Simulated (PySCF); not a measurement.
C₄H₈BN, SMILES NB1CC=CC1. Geometry optimised at PBE-D3(BJ)/def2-SVP. This is a generated structure with no PubChem entry under its InChIKey; it may be hypothetical. One conformer was computed; it need not be the lowest.

Give the equilibrium geometry at PBE-D3(BJ)/def2-SVP (PySCF confirms it by a frequency run) as bond lengths and angles, and its point group. (An estimate is asked for; the answer gives what the named calculation found.)

This is not unique; one that fits is point group C2v.
Atoms: N1 B2 C3 C4 C5 C6 H7 H8 H9 H10 H11 H12 H13 H14. Bonded distances (Å): N1–B2 1.401, N1–H7 1.020, N1–H8 1.020, B2–C3 1.602, B2–C6 1.602, C3–C4 1.514, C3–H9 1.116, C3–H10 1.116, C4–C5 1.352, C4–H11 1.103, C5–C6 1.514, C5–H12 1.103, C6–H13 1.116, C6–H14 1.116. Bond angles (°): B2–N1–H7 123.3, B2–N1–H8 123.3, H7–N1–H8 113.3, N1–B2–C3 125.9, N1–B2–C6 125.9, C3–B2–C6 108.1, B2–C3–C4 101.7, B2–C3–H9 113.1, B2–C3–H10 113.1, C4–C3–H9 112.3, C4–C3–H10 112.3, H9–C3–H10 104.7, C3–C4–C5 114.2, C3–C4–H11 122.7, C5–C4–H11 123.1, C4–C5–C6 114.2, C4–C5–H12 123.1, C6–C5–H12 122.7, B2–C6–C5 101.7, B2–C6–H13 113.1, B2–C6–H14 113.1, C5–C6–H13 112.3, C5–C6–H14 112.3, H13–C6–H14 104.7.
Charge 0, spin multiplicity 1.
